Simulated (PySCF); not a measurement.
Members of one family of related compounds. The calculation used TDDFT CAM-B3LYP/def2-SVPD, vertical, gas phase, core orbitals frozen in the response, def2 core potentials past Kr in PySCF. Geometries: PBE0-D3(BJ)/def2-SVP; one conformer of each isolated species. Triplets are in the Tamm–Dancoff approximation. 'Strongest' means the level of largest summed f among the lowest 10 singlets; it needn't be the same kind of state in each. Atoms past krypton carry core potentials; spin–orbit coupling is left out.

**Question.** Rank by computed lowest singlet excitation energy, highest first.
A. Sn(vinyl)2I2, `C=[CH][Sn]([I])([I])[CH]=C`
B. Sn(vinyl)2(NCO)2, `C=[CH][Sn]([CH]=C)([N]=C=O)[N]=C=O`
C. Sn(vinyl)2(NHMe)2, `C=[CH][Sn]([CH]=C)([NH]C)[NH]C`
D. Sn(vinyl)2(OMe)2, `C=[CH][Sn]([CH]=C)([O]C)[O]C`

**Answer.** B (6.07 eV), D (5.94 eV), C (5.14 eV), A (4.53 eV).

| SMILES | S1 (eV) | f (S1) | strongest (eV) | f (strongest) | HOMO (eV) | S1 mainly |
| --- | --- | --- | --- | --- | --- | --- |
| C=[CH][Sn]([CH]=C)([N]=C=O)[N]=C=O | 6.07 | 0.018 | 7.03 | 0.22 | -9.62 | H→L (66%) |
| C=[CH][Sn]([CH]=C)([O]C)[O]C | 5.94 | 0.002 | 7.01 | 0.21 | -8.82 | H-1→L (34%) |
| C=[CH][Sn]([CH]=C)([NH]C)[NH]C | 5.14 | 0.045 | 6.45 | 0.05 | -7.44 | H→L (71%) |
| C=[CH][Sn]([I])([I])[CH]=C | 4.53 | 0.037 | 5.76 | 0.12 | -8.65 | H→L (90%) |

H and L stand for HOMO and LUMO.

- `C=[CH][Sn]([CH]=C)([N]=C=O)[N]=C=O`: Löwdin shares by element: HOMO nitrogen 29% or more, carbon 21% or more, oxygen 19% or more (atoms not listed hold the other 32%); LUMO carbon 50% or more, tin 15% (atoms not listed hold the other 36%).
- `C=[CH][Sn]([CH]=C)([O]C)[O]C`: Löwdin shares by element: HOMO oxygen 66%, carbon 15% or more (atoms not listed hold the other 19%); LUMO carbon 54% or more, tin 12% (atoms not listed hold the other 34%).
- `C=[CH][Sn]([CH]=C)([NH]C)[NH]C`: Löwdin shares by element: HOMO nitrogen 67%, carbon 13% or more (atoms not listed hold the other 20%); LUMO carbon 47% or more, tin 14% (atoms not listed hold the other 39%).
- `C=[CH][Sn]([I])([I])[CH]=C`: Löwdin shares by element: HOMO iodine 96%; LUMO iodine 51%, tin 24%, carbon 8% or more (atoms not listed hold the other 18%).
